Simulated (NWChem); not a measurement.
Total energies of diphosphane (H$_{4}$P$_{2}$)

```xyz
6

P      1.0086     0.5217     0.0000
P     -1.0086    -0.5217     0.0000
H      1.5409    -0.3163     1.0313
H      1.5409    -0.3163    -1.0313
H     -1.5409     0.3163     1.0313
H     -1.5409     0.3163    -1.0313
```
Charge 0, spin multiplicity 1.

Program: NWChem. All single points use one geometry, from B3LYP/def2-SVP, a minimum by its harmonic frequencies. It is one conformer; others weren't searched.

Basis set: STO-3G (22 functions).

| method | total energy (Ha) |
|---|---|
| RHF | -676.13209 |
| MP2 | -676.21083 |
| B2PLYP | -677.03715 |
| PBE | -677.00888 |
| B3LYP | -677.36897 |
| LC-wPBE (omega 0.3 per bohr) | -677.05697 |
| CCSD(T) | -676.24712 |

Total energies of different functionals aren't comparable as a measure of quality: only differences taken within one method are. 

The correlated methods keep 10 core orbitals frozen. B3LYP has NWChem's definition, with VWN1-RPA local correlation. Coupled-cluster values serve here as a point of comparison, not as the truth.
